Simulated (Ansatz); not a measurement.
Relaxation of BCl3H2 (6 atoms, charge 0, multiplicity 1), to a largest force component of 0.03 eV/Å in at most 50 steps.

Level of theory: Ansatz, RKS r2SCAN/def2-SVP.

```xyz
6
Properties=species:S:1:pos:R:3
B -0.018 0.243 -0.055
H -0.039 0.401 1.129
Cl 1.516 0.215 -0.884
Cl -1.526 0.188 -0.924
Cl 0.036 -2.590 1.107
H 0.161 -1.379 1.647
```

Task: Where does it end, and by what steps?

Result: The forces met the threshold. The force dipped under the threshold on the way, but the program's further checks kept it going. After 12 steps the energy has fallen by 0.088 eV; H6 moved furthest, 0.79 Å.

```
step  energy less start (eV)  largest force component (eV/Å)  accepted
   0                  0.0000                           1.129       yes
   1                 -0.0382                           0.579       yes
   2                 -0.0550                           0.316       yes
   3                 -0.0647                           0.240       yes
   4                 -0.0735                           0.222       yes
   5                 -0.0755                           0.212       yes
   6                 -0.0760                           0.302       yes
   7                 -0.0765                           0.335       yes
   8                 -0.0788                           0.341       yes
   9                 -0.0867                           0.018       yes
  10                 -0.0826                           0.242        no
  11                 -0.0870                           0.034       yes
  12                 -0.0877                           0.006       yes
```

```xyz
6
Properties=species:S:1:pos:R:3
B -0.044 0.401 -0.167
H -0.093 0.659 1.003
Cl 1.508 0.280 -0.960
Cl -1.523 0.263 -1.085
Cl -0.052 -2.566 1.080
H 0.334 -1.960 2.148
```

Whether the end is a true minimum wasn't checked by a vibrational analysis.

The run took 31 s on 2 threads of Arm Neoverse V1, on a shared host, peak memory 0.16 GiB.
